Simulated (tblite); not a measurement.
Species: C₅H₂F₃O₂ (doublet state).
Atom-mapped SMILES: `[CH2:1][C:2]#[C:3][C:4](=[O:5])[O:6][C:7]([F:8])([F:9])[F:10]` (hydrogens: H11, H12 on C1)

Cartesian coordinates in Å at the GFN2-xTB level; atoms count from 1:
```
atom  x, y, z in Å
C1     3.4110   -0.0268   -0.3202
C2     2.0850   -0.1931   -0.2771
C3     0.8629   -0.3362   -0.2301
C4    -0.5252   -0.5614   -0.2149
O5    -1.1299   -1.4862   -0.6680
O6    -1.1640    0.5164    0.4484
C7    -2.4931    0.4892    0.5693
F8    -2.9443   -0.5527    1.2692
F9    -3.1354    0.4811   -0.5996
F10   -2.8766    1.5875    1.2161
H11    4.0405   -0.7614   -0.7919
H12    3.8704    0.8429    0.1169
```

All values are computed: GFN2-xTB (tblite) harmonic vibrations without scaling, gas phase. This tight-binding method is rough: wavenumbers can miss measured ones by several per cent, in bad cases by 10 to 20. One conformer, not necessarily the lowest. Open shells enter through the occupations alone, without spin polarisation, and single modes of such species can be off by tens of per cent.

Harmonic wavenumbers (cm⁻¹): 42.9, 65.5, 80.0, 148.0, 152.8, 160.0, 269.0, 339.5, 363.7, 373.8, 395.7, 485.9, 552.5, 573.0, 612.1, 647.9, 764.2, 826.6, 866.2, 942.9, 986.7, 1074.8, 1111.9, 1167.7, 1300.7, 1423.3, 1769.4, 2155.6, 3098.0, 3127.9.

A = 3273, B = 656.6, C = 603.9 MHz; mass 151.001 u (most abundant isotopes); point group Cs, symmetry number 1; spin multiplicity 2.

Question: Zero-point energy?

Answer: ½Σν̃ = 12939 cm⁻¹ = 154.79 kJ/mol.

Question: What is S at 350 K and 1 bar for an ideal gas of classical rigid rotors and harmonic oscillators?

Answer: Translation 174.76, rotation 127.08, vibration 148.86, spin (R ln 2) 5.76: S = 456.5 J/(mol K).

Question: And Cp and H(350 K) − H(0)?

Answer: Cp = 167.37 J/(mol K), of which vibrations give 134.11 (their classical limit is 30 R = 249.4); H(350 K) − H(0) = 37.80 kJ/mol without the zero-point energy, 26.16 from vibrations.

Question: Which modes carry the vibrational entropy at 350 K?

Answer: 42.9 cm⁻¹: 22.75; 65.5 cm⁻¹: 19.25; 80.0 cm⁻¹: 17.60; 148.0 cm⁻¹: 12.57; 152.8 cm⁻¹: 12.32; 160.0 cm⁻¹: 11.95 J/(mol K); the other 24 give 52.42 together.

Question: How do the functions run with temperature in this model?

Answer: 
| T (K) | S (J/(mol K)) | Cp (J/(mol K)) | H − H(0) (kJ/mol) | G − H(0) (kJ/mol) | ln q(vib) |
| --- | --- | --- | --- | --- | --- |
| 50 | 258.8 | 58.6 | 2.19 | -10.75 | 0.65 |
| 100 | 306.9 | 81.8 | 5.72 | -24.97 | 2.04 |
| 298.15 | 430.7 | 153.4 | 29.48 | -98.95 | 7.56 |
| 373.15 | 467.4 | 173.0 | 41.74 | -132.65 | 9.50 |
| 500 | 521.7 | 197.9 | 65.36 | -195.47 | 12.60 |
| 750 | 608.2 | 227.8 | 118.97 | -337.18 | 18.03 |
| 1000 | 676.2 | 244.6 | 178.19 | -498.05 | 22.71 |

q(vib) and H(0) count from the zero-point level.

Hindered rotation and anharmonicity are outside this model. Other conformers, if any are populated, would add a mixing term that is left out.
